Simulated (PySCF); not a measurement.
Where the electron goes

Compound: 1-heptene, C7H14.
Geometry (PBE0-D3(BJ)/def2-SVP, Å), atoms numbered from 1 in this order:
```
atom  x, y, z in Å
C1     3.9525    0.2373   -0.4880
C2     2.9504   -0.2991    0.2095
C3     1.6561    0.3782    0.5295
C4     0.4411   -0.3429   -0.0518
C5    -0.8820    0.3235    0.2951
C6    -2.0969   -0.3874   -0.2851
C7    -3.4149    0.2867    0.0609
H8     3.8909    1.2593   -0.8770
H9     4.8706   -0.3191   -0.6949
H10    3.0552   -1.3290    0.5769
H11    1.5392    0.4355    1.6279
H12    1.6813    1.4198    0.1667
H13    0.5501   -0.4048   -1.1488
H14    0.4302   -1.3882    0.3069
H15   -0.8680    1.3705   -0.0591
H16   -0.9840    0.3839    1.3943
H17   -2.1092   -1.4323    0.0727
H18   -1.9885   -0.4508   -1.3824
H19   -3.4460    1.3212   -0.3176
H20   -3.5658    0.3327    1.1515
H21   -4.2730   -0.2507   -0.3707
```

Computed, not measured: TDDFT PBE0/def2-SVPD, vertical, gas phase, core orbitals frozen in the response (PySCF).

Kohn–Sham orbitals with the atoms that hold most of them (Löwdin shares over 4%, at most four atoms; ? is withheld):

| orbital | ε (eV) | atoms |
| --- | --- | --- |
| LUMO+2 | 1.20 | C1 16%, C7 12%, C2 10%, C3 7% |
| LUMO+1 | 0.84 | C7 15%, C6 12%, C5 11%, C4 8% |
| LUMO | ? | ? |
| HOMO | -7.34 | C1 38%, C2 34%, C3 8%, C4 4% |
| HOMO-1 | -8.97 | ? |
| HOMO-2 | -9.07 | C5 16%, C6 13%, C3 12%, C7 11% |
| HOMO-3 | -9.26 | C5 18%, C6 15%, C4 14%, C3 8% |

**Question.** Give the leading atoms of the LUMO.

**Answer.** C1 (bonded to C and 2 H) 35%; C2 (bonded to 2 C and H) 34%; H8 (bonded to C) 6%; H9 (bonded to C) 6%. By element: carbon 69% or more, hydrogen 12% or more.

**Question.** Which atoms hold the HOMO-1, and with what shares?

**Answer.** C5 (bonded to 2 C and 2 H) 20%; C6 (bonded to 2 C and 2 H) 15%; C4 (bonded to 2 C and 2 H) 13%; H15 (bonded to C) 8%. By element: carbon 47% or more, hydrogen 8% or more.

**Question.** What is the LUMO energy, and the HOMO–LUMO gap?

**Answer.** ε(LUMO) = 0.36 eV; the gap is 7.70 eV (0.2830 hartree).

**Question.** How does S1 compare with the orbital gap of 7.70 eV?

**Answer.** S1 is at 7.17 eV (f = 0.042), 0.53 eV below the gap, made of HOMO→LUMO+1 (49%), HOMO→LUMO+2 (44%). Its leading pair isn't HOMO and LUMO; the energies of that pair differ by 8.18 eV. Without the coupling terms of the response equations the lowest excitation would equal the gap.

Next come S2 at 7.37 eV (f 0.473), HOMO→LUMO (90%); S3 at 7.58 eV (f 0.010), HOMO→LUMO+3 (49%), HOMO→LUMO+5 (17%), HOMO→LUMO+1 (15%); S4 at 7.61 eV (f 0.010), HOMO→LUMO+1 (28%), HOMO→LUMO+2 (24%), HOMO→LUMO+4 (23%); S5 at 7.91 eV (f 0.011), HOMO-2→LUMO (39%), HOMO→LUMO+4 (20%), HOMO-5→LUMO (10%).

One conformer stands for the species.
